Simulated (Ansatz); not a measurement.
One change: `C[SiH2]N[PH][AlH2]` becomes `C[SiH2][NH][AlH2]`.

Ansatz, PBE0-D4/def2-TZVP geometries, multiplicity 1. Each molecule was computed in one conformer, which needn't be the lowest.

```
                                        property  `C[SiH2]N[PH][AlH2]`
               HOMO energy (PBE/def2-TZVPP) / eV                 -5.66
           LUMO energy (ωB97M-V/def2-TZVPP) / eV                 -0.16
         HOMO–LUMO gap (ωB97M-V/def2-TZVPP) / eV                  8.58
           HOMO–LUMO gap (B3LYP/def2-TZVPP) / eV                  4.53
             LUMO energy (B3LYP/def2-TZVPP) / eV                 -1.95
size of the dipole moment (B3LYP/def2-TZVPP) / D                  0.96
```

(1) What does the change do to each property? (An estimate is asked.)

## Answers

(1) Ansatz gave: 
```tsv
property	`C[SiH2][NH][AlH2]`	shift
HOMO energy (PBE/def2-TZVPP) / eV	-6.34	-0.68
LUMO energy (ωB97M-V/def2-TZVPP) / eV	0.70	0.86
HOMO–LUMO gap (ωB97M-V/def2-TZVPP) / eV	10.59	2.01
HOMO–LUMO gap (B3LYP/def2-TZVPP) / eV	6.29	1.76
LUMO energy (B3LYP/def2-TZVPP) / eV	-1.09	0.86
size of the dipole moment (B3LYP/def2-TZVPP) / D	1.21	0.25
```

With PBE0 the HOMO falls by 0.91 eV and the LUMO rises by 0.88 eV, so the gap widens by about 1.79 eV. PBE moves the HOMO by -0.68 eV and ωB97M-V by -1.15 eV. Dipoles are sizes alone; their direction can turn.

B3LYP here is the variant with VWN-RPA as its local correlation; programs differ in this.
